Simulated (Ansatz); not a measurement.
A made-up structure of CHBBr, doublet:

```
4
angstrom
C -0.4434 0.5668 -0.4810
B 0.2470 -0.3157 0.2679
Br 1.1872 -1.5174 1.2879
H 2.2174 -1.7491 2.3673
```

It is relaxed with PBE-D4/def2-SVP and then PBE0-D4/def2-TZVP (Ansatz 0.2.0). Atoms count as bonded within 1.22 times the sum of their covalent radii (H–H: 0.88 Å). The end point is not checked to be a true minimum.

(1) Does its bonding change? (Judge from chemistry; the calculation decides.)

Results:

(1) The calculation gives: No: no bond forms or breaks.

Where it ends: The first stage lowers the energy by 0.93 eV in 12 steps. It ends as CHBBr ([C][B][BrH]):
```xyz
4
angstrom
C -0.4052 0.5848 -0.2693
B 0.4962 -0.3596 0.2301
Br 1.0418 -1.8465 1.2558
H 2.0754 -1.3942 2.2255
```

Labels in which every atom is bracketed show which atoms are joined, not bond orders.

For scale, one of the runs: PBE0-D4/def2-TZVP relaxation, 116 basis functions, launched by `ansatz run in.yaml --threads 2 --pin off --events-out ev --progress --plain --max-ram 4352MiB`. The run took about 20 s on 2 CPU threads of an AMD EPYC 9R45 (shared host).
